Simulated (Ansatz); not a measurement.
Cost and result up the ladder for SiH2MeEt (C₃H₁₀Si) (14 atoms). Charge 0, multiplicity 1. Geometry: PBE0-D4/def2-SVP.

```xyz
14

C     0.8639   -1.9596    0.8724
C    -0.1677    0.9213    0.2925
C    -0.7762    1.9137   -0.6940
Si    0.0836   -0.8166   -0.4013
H    -1.2396   -1.3717   -0.8386
H     0.9573   -0.7424   -1.6184
H     0.2284   -2.0430    1.7679
H     1.8488   -1.5813    1.1882
H     1.0056   -2.9713    0.4623
H     0.8117    1.2849    0.6512
H    -0.8007    0.8347    1.1936
H    -0.9067    2.9109   -0.2444
H    -0.1421    2.0385   -1.5864
H    -1.7666    1.5819   -1.0448
```

Ansatz on 2 threads of AMD EPYC 9R45 on a shared host. Times are rough, and most runs start from the orbitals of an earlier one. PBE0-D4/def2-TZVP serves as the yardstick here, not as an exact answer. Differences are given only for rows in sets of like size (and for xTB, whose basis is part of the method), since another set adds its own error. Binding counts from free atoms at the same level (C triplet, Si triplet, H doublet; other spins of the atoms weren't run), without zero-point energy or a counterpoise term.

Correlated methods freeze 8 core orbitals. Another isomer (singlet) lies 0.56 eV lower at PBE0-D4/def2-TZVP; other spin states weren't run for this one.

Correlated methods converge slowly with the basis.

```json
{"level": "HF/STO-3G", "functions": "34", "wall time": "0.15 s"}
{"level": "PBE-D4/def2-SVP", "functions": "110", "wall time": "0.7 s"}
{"level": "PBE0-D4/def2-SVP", "functions": "110", "wall time": "0.8 s"}
{"level": "revPBE-D4/def2-TZVP", "functions": "190", "wall time": "1.1 s"}
{"level": "PBE0-D4/def2-TZVP", "functions": "190", "wall time": "1.4 s"}
{"level": "PBE-D4/def2-TZVP (with forces)", "functions": "190", "wall time": "1.4 s"}
{"level": "r2SCAN-D4/def2-TZVP", "functions": "190", "wall time": "1.9 s"}
{"level": "CCSD(T)/def2-TZVP", "functions": "190", "wall time": "23 s"}
```

(1) Estimate what each level gives for the binding energy per atom (eV).

Answers

(1) 
```tsv
level	binding energy per atom (eV)	difference from PBE0-D4/def2-TZVP (eV)
HF/STO-3G	3.79	–
PBE-D4/def2-SVP	3.83	–
PBE0-D4/def2-SVP	3.81	–
revPBE-D4/def2-TZVP	3.75	-0.04
PBE0-D4/def2-TZVP	3.79	0.00
PBE-D4/def2-TZVP (with forces)	3.81	0.02
r2SCAN-D4/def2-TZVP	3.79	0.00
CCSD(T)/def2-TZVP	3.66	-0.13
```
